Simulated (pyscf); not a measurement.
A first-order saddle from PySCF, ωB97X-D3(BJ)/def2-SVP:

```xyz
8

Cl    -0.7596     1.4249     1.0497
Sb     0.5537     1.6939    -1.1341
Cl     2.5149     0.9236    -0.0433
Te    -0.5879    -0.5155    -1.8255
Si    -0.9491    -0.9064     1.0266
H      0.4345    -1.4219     1.0851
H     -2.0133    -1.8038     0.5059
H     -1.4096    -0.6721     2.4318
```

Surface: singlet, charge 0. Lowest wavenumbers (cm⁻¹): 273i, 56, 97, 118, 147.

Q: Which two sides does it connect, and which bonds change?

A: H₃Si–Te–Sb(Cl)–Cl (SMILES [SiH3][Te][Sb]([Cl])[Cl]) ⇌ H₃Si–Cl (SMILES [SiH3]Cl) + Cl–Sb=Te (SMILES [Cl][Sb]=[Te]), an elimination read from left to right: Cl–Sb, Si–Te broken and Cl–Si formed. At ωB97M-D3(BJ)/def2-TZVP it lies +32.0 kcal/mol from the left side and +14.8 kcal/mol from the right (each side as separated species at their lowest minima found). On the product side the descent ends in a complex, 6.7 kcal/mol under the separated species and 13.5 kcal/mol under the saddle at ωB97X-D3(BJ)/def2-TZVP. This is the saddle that the search found; another between the same sides may lie lower. Elements past Kr carry the def2 core potentials, without spin-orbit coupling.
